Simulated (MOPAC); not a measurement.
Job for MOPAC: PM3 on CH10GeSi (a complex), monomers drawn apart or pushed together.

```
PM3 1SCF PRECISE CHARGE=0 THREADS=1
CH10GeSi

Ge     0.18697764 1    -0.15005688 1     0.20538804 1
H      0.70287154 1    -1.19526948 1     1.20462870 1
H      0.86880589 1    -0.35826398 1    -1.15466851 1
H      0.49694520 1     1.25767441 1     0.73187328 1
H     -1.33266865 1    -0.31165876 1     0.04504240 1
C     -1.25872029 1     0.31449486 1     3.59209512 1
Si     0.49246235 1    -0.08573040 1     4.13478713 1
H     -1.42131194 1     1.39342246 1     3.56722972 1
H     -1.98398002 1    -0.12059365 1     4.28224144 1
H     -1.46668984 1    -0.08140194 1     2.59700091 1
H      1.48245400 1     0.56984396 1     3.24769835 1
H      0.72941423 1    -1.54911702 1     4.09865855 1
H      0.72247309 1     0.39097375 1     5.52080737 1
```

Program output:

```
*******************************************************************************
 **                                                                           **
 **                              MOPAC v23.2.5                                **
 **                                                                           **
 *******************************************************************************
 ** MOPAC's Digital Object Identifier: https://doi.org/10.5281/zenodo.6511958 **
 **                                                                           **
 ** Please cite the open-source release paper for use of this MOPAC version:  **
 ** J. E. Moussa and J. J. P. Stewart (2026)                                  **
 ** MOPAC: An open-source semiempirical molecular orbital program             **
 ** J. Open Source Softw., 11(119), 8025, https://doi.org/10.21105/joss.08025 **
 *******************************************************************************

                              PM3 CALCULATION RESULTS

 *******************************************************************************
 *  PM3        - The PM3 Hamiltonian to be used
 *
 *
 *
 *                 CHARGE ON SYSTEM = 0
 *
 *
 *
 *  PRECISE    - TIGHTER CRITERIA TO BE USED
 *  1SCF       - DO 1 SCF AND THEN STOP
 *  THREADS=1  - MULTI-THREADING NOT USED
 *  T=         - A TIME OF 172800.0 SECONDS REQUESTED
 *  DUMP=N     - RESTART FILE WRITTEN EVERY 7200.0 SECONDS REQUESTED
 *******************************************************************************
PM3 1SCF PRECISE CHARGE=0 THREADS=1
 CH10GeSi

   ATOM   CHEMICAL          X               Y               Z
  NUMBER   SYMBOL      (ANGSTROMS)     (ANGSTROMS)     (ANGSTROMS)

     1      Ge          0.18697764  *  -0.15005688  *   0.20538804  *
     2       H          0.70287154  *  -1.19526948  *   1.20462870  *
     3       H          0.86880589  *  -0.35826398  *  -1.15466851  *
     4       H          0.49694520  *   1.25767441  *   0.73187328  *
     5       H         -1.33266865  *  -0.31165876  *   0.04504240  *
     6       C         -1.25872029  *   0.31449486  *   3.59209512  *
     7      Si          0.49246235  *  -0.08573040  *   4.13478713  *
     8       H         -1.42131194  *   1.39342246  *   3.56722972  *
     9       H         -1.98398002  *  -0.12059365  *   4.28224144  *
    10       H         -1.46668984  *  -0.08140194  *   2.59700091  *
    11       H          1.48245400  *   0.56984396  *   3.24769835  *
    12       H          0.72941423  *  -1.54911702  *   4.09865855  *
    13       H          0.72247309  *   0.39097375  *   5.52080737  *



          CARTESIAN COORDINATES

    NO.       ATOM           X           Y           Z

     1        Ge          0.1870     -0.1501      0.2054
     2         H          0.7029     -1.1953      1.2046
     3         H          0.8688     -0.3583     -1.1547
     4         H          0.4969      1.2577      0.7319
     5         H         -1.3327     -0.3117      0.0450
     6         C         -1.2587      0.3145      3.5921
     7        Si          0.4925     -0.0857      4.1348
     8         H         -1.4213      1.3934      3.5672
     9         H         -1.9840     -0.1206      4.2822
    10         H         -1.4667     -0.0814      2.5970
    11         H          1.4825      0.5698      3.2477
    12         H          0.7294     -1.5491      4.0987
    13         H          0.7225      0.3910      5.5208

  H: (PM3): J. J. P. STEWART, J. COMP. CHEM. 10, 209 (1989).
  C: (PM3): J. J. P. STEWART, J. COMP. CHEM. 10, 209 (1989).
 Si: (PM3): J. J. P. STEWART, J. COMP. CHEM. 10, 209 (1989).
 Ge: (PM3): J. J. P. STEWART, J. COMP. CHEM. 12, 320-341 (1991).

           Empirical Formula: C H10 Ge Si  =    13 atoms



      MOLECULAR POINT GROUP   :   C1


      RHF CALCULATION, NO. OF DOUBLY OCCUPIED LEVELS = 11


 -------------------------------------------------------------------------------
 PM3 1SCF PRECISE CHARGE=0 THREADS=1
 CH10GeSi



     1SCF WAS SPECIFIED, SO BFGS WAS NOT USED
     SCF FIELD WAS ACHIEVED


                              PM3 CALCULATION
                                                       MOPAC v23.2.5 Linux




          FINAL HEAT OF FORMATION =         29.51567 KCAL/MOL =     123.49357 KJ/MOL


          COSMO AREA              =        151.19 SQUARE ANGSTROMS
          COSMO VOLUME            =        148.12 CUBIC ANGSTROMS

          IONIZATION POTENTIAL    =         10.824998 EV
          HOMO LUMO ENERGIES (EV) =        -10.825  0.471
          NO. OF FILLED LEVELS    =         11
          MOLECULAR WEIGHT        =        122.7655         POINT GROUP:  C1

          MOLECULAR DIMENSIONS (Angstroms)

            Atom       Atom       Distance
            H    13    H     3     6.71898
            H     8    H    12     3.68010
            H    11    H     9     3.26203


          SCF CALCULATIONS        =          1





   ATOM   CHEMICAL          X               Y               Z
  NUMBER   SYMBOL      (ANGSTROMS)     (ANGSTROMS)     (ANGSTROMS)

     1      Ge          0.18697764  *  -0.15005688  *   0.20538804  *
     2       H          0.70287154  *  -1.19526948  *   1.20462870  *
     3       H          0.86880589  *  -0.35826398  *  -1.15466851  *
     4       H          0.49694520  *   1.25767441  *   0.73187328  *
     5       H         -1.33266865  *  -0.31165876  *   0.04504240  *
     6       C         -1.25872029  *   0.31449486  *   3.59209512  *
     7      Si          0.49246235  *  -0.08573040  *   4.13478713  *
     8       H         -1.42131194  *   1.39342246  *   3.56722972  *
     9       H         -1.98398002  *  -0.12059365  *   4.28224144  *
    10       H         -1.46668984  *  -0.08140194  *   2.59700091  *
    11       H          1.48245400  *   0.56984396  *   3.24769835  *
    12       H          0.72941423  *  -1.54911702  *   4.09865855  *
    13       H          0.72247309  *   0.39097375  *   5.52080737  *

                             CARTESIAN COORDINATES

   1   Ge        0.186977640    -0.150056880     0.205388040
   2    H        0.702871540    -1.195269480     1.204628700
   3    H        0.868805890    -0.358263980    -1.154668510
   4    H        0.496945200     1.257674410     0.731873280
   5    H       -1.332668650    -0.311658760     0.045042400
   6    C       -1.258720290     0.314494860     3.592095120
   7   Si        0.492462350    -0.085730400     4.134787130
   8    H       -1.421311940     1.393422460     3.567229720
   9    H       -1.983980020    -0.120593650     4.282241440
  10    H       -1.466689840    -0.081401940     2.597000910
  11    H        1.482454000     0.569843960     3.247698350
  12    H        0.729414230    -1.549117020     4.098658550
  13    H        0.722473090     0.390973750     5.520807370


           Empirical Formula: C H10 Ge Si  =    13 atoms



      MOLECULAR POINT GROUP   :   C1


                  EIGENVALUES
 -29.02520 -16.46486 -15.68099 -14.16250 -14.09285 -12.36130 -12.22207 -11.95343
 -11.32780 -11.04775 -10.82500   0.47091   0.51226   0.51756   0.72996   1.72665
   2.23643   2.24188   3.73736   4.60657   4.66769   4.68809


              NET ATOMIC CHARGES AND DIPOLE CONTRIBUTIONS

  ATOM NO.   TYPE          CHARGE      No. of ELECS.   s-Pop       p-Pop
    1         Ge           0.270381        3.7296     0.64987     3.07975
    2          H          -0.055416        1.0554     1.05542
    3          H          -0.074118        1.0741     1.07412
    4          H          -0.063906        1.0639     1.06391
    5          H          -0.073165        1.0732     1.07317
    6          C          -0.281841        4.2818     1.15315     3.12870
    7         Si           0.443286        3.5567     0.95872     2.59800
    8          H           0.056813        0.9432     0.94319
    9          H           0.055399        0.9446     0.94460
   10          H           0.062214        0.9378     0.93779
   11          H          -0.107869        1.1079     1.10787
   12          H          -0.111972        1.1120     1.11197
   13          H          -0.119805        1.1198     1.11980
 DIPOLE           X         Y         Z       TOTAL
 POINT-CHG.    -0.115     0.003    -0.117     0.165
 HYBRID        -0.226     0.051    -0.033     0.234
 SUM           -0.342     0.053    -0.150     0.377


          ATOMIC ORBITAL ELECTRON POPULATIONS

     Atom    s        px        py        pz
    1 Ge   0.64987   1.02081   1.03566   1.02328
    2  H   1.05542
    3  H   1.07412
    4  H   1.06391
    5  H   1.07317
    6  C   1.15315   1.05351   1.03521   1.03998
    7 Si   0.95872   0.84159   0.88091   0.87549
    8  H   0.94319
    9  H   0.94460
   10  H   0.93779
   11  H   1.10787
   12  H   1.11197
   13  H   1.11980

 **********************
 *                    *
 * JOB ENDED NORMALLY *
 *                    *
 **********************




 == MOPAC DONE ==
```

The run finished.

Cost: roughly 0.04 core-seconds.
